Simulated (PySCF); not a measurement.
Isomers of C6H9OPS, from PySCF, PBE0-D3(BJ)/def2-SVP geometry optimisation, gas phase. One conformer each, no zero-point energy, no frequencies.

Task: Which is lowest in electronic energy at this level?
A. `[CH3:1][P:2]([CH3:3])(=[O:4])[c:5]1[cH:6][cH:7][cH:8][s:9]1` with C1–P2–C5–C6 -127°: A = 2224, B = 862.9, C = 749.2 MHz, dipole 3.57 D
B. `[CH:1]#[C:2][P:3]1(=[S:4])[CH2:5][CH2:6][O:7][CH2:8][CH2:9]1` with C2–P3–C5–C6 63°, P3–C5–C6–O7 57°, C5–C6–O7–C8 -69°, C6–O7–C8–C9 69°: A = 1677, B = 967.8, C = 828.2 MHz, dipole 4.08 D
C. `[CH3:1][CH2:2][c:3]1[o:4][cH:5][c:6]([S:7][CH3:8])[p:9]1` with C1–C2–C3–O4 -62°, C5–C6–S7–C8 179°: A = 3204, B = 636.4, C = 555.3 MHz, dipole 0.82 D

Result: A. That is `CP(C)(=O)c1cccs1` (dimethyl(thiophen-2-yl)phosphine oxide), 28.5 kcal/mol below the next.

| SMILES | mapped SMILES | E (Eh) | relative (kcal/mol) | relative (kJ/mol) | dipole (D) |
| --- | --- | --- | --- | --- | --- |
| CP(C)(=O)c1cccs1 | [CH3:1][P:2]([CH3:3])(=[O:4])[c:5]1[cH:6][cH:7][cH:8][s:9]1 | -1047.78291 | 0.0 | 0.0 | 3.57 |
| CCc1occ(SC)p1 | [CH3:1][CH2:2][c:3]1[o:4][cH:5][c:6]([S:7][CH3:8])[p:9]1 | -1047.73752 | 28.5 | 119.2 | 0.82 |
| C#CP1(=S)CCOCC1 | [CH:1]#[C:2][P:3]1(=[S:4])[CH2:5][CH2:6][O:7][CH2:8][CH2:9]1 | -1047.70463 | 49.1 | 205.5 | 4.08 |

As drawn, the lowest has an aromatic ring and a P=O bond, which the highest lacks; the highest has a C≡C bond, which the lowest lacks.
